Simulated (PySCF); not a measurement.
Cl2Zr, SMILES [Cl][Zr][Cl], multiplicity 1.

Geometry optimised at PBE0-D3(BJ)/def2-TZVP. The multiplicity is an assumed one; other spin states were not compared. The def2 effective core potentials stand for the cores of Zr; spin–orbit coupling is left out.

The numbers are results of PBE0-D3(BJ)/def2-TZVP run with PySCF, not measurements.

Frequencies are harmonic and unscaled.

| mode | ν (cm⁻¹) | IR (km/mol) | moving atoms (share of kinetic energy) |
|---|---|---|---|
| 1 | 68 | 1.8 | Cl 71 %, Zr 29 % |
| 2 | 394 | 19.4 | Cl 85 %, Zr 15 % |
| 3 | 426 | 81.9 | Cl 61 %, Zr 39 % |
